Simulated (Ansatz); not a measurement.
Program: Ansatz. Geometries: PBE0-D4/def2-TZVP. ΔE: electronic, gas phase. CBS: MP2 limit from def2 TZ/QZ plus the TZ coupled-cluster correction, frozen cores. Functionals use def2-TZVPP. def2 core potentials past Kr. For In outer-core shells are correlated without core-valence functions, which leaves a few kJ/mol of doubt a bond. One conformer a species, not always the lowest.

`N[SiH]([SiH3])[InH2]` + `C=NCS` → `C=NCS[SiH3]` + `N[SiH2][InH2]`  (cleavage of the Si–Si bond)

| level | ΔE (kJ/mol) |
| --- | --- |
| LDA (SPW92) | -47.0 |
| B97M-V | -52.1 |
| r2SCAN | -52.8 |
| HF/def2-SVP | -64.8 |

Task: What does CCSD(T)/CBS give? (Estimate.)

Result: The calculation gave: -57.1 kJ/mol. The listed levels differ from it by 10.1, 5.0, 4.3, -7.7 kJ/mol.

Task: What do rigid-rotor, harmonic-oscillator terms from PBE0-D4/def2-TZVP frequencies (298.15 K, 1 bar) make of the CCSD(T)/CBS value? (Estimate.)

Result: Computed: ΔZPE = +3.4 kJ/mol, ΔH = -56.2 kJ/mol, ΔS = -20 J/(mol·K), ΔG = -50.2 kJ/mol. Modes under 50 cm⁻¹ make the entropy rough.

Largest T1 diagnostic among the species: 0.014.

From r2SCAN to r2SCAN0 (25 % exact exchange), in def2-TZVPP and without D4, ΔE moves by −3.2 kJ/mol. Leaving LDA and LC-ωPBE aside and taking each functional with its dispersion term where it has one, the values, not all of them listed here, spread over 18.1 kJ/mol, from ωB97M-V to PBE-D4. LDA lies −4.0 kJ/mol from PBE without D4.

CCSD(T)/CBS has its own doubt, a few kJ/mol and more with outer-core shells, so smaller differences from it don't rank the levels.
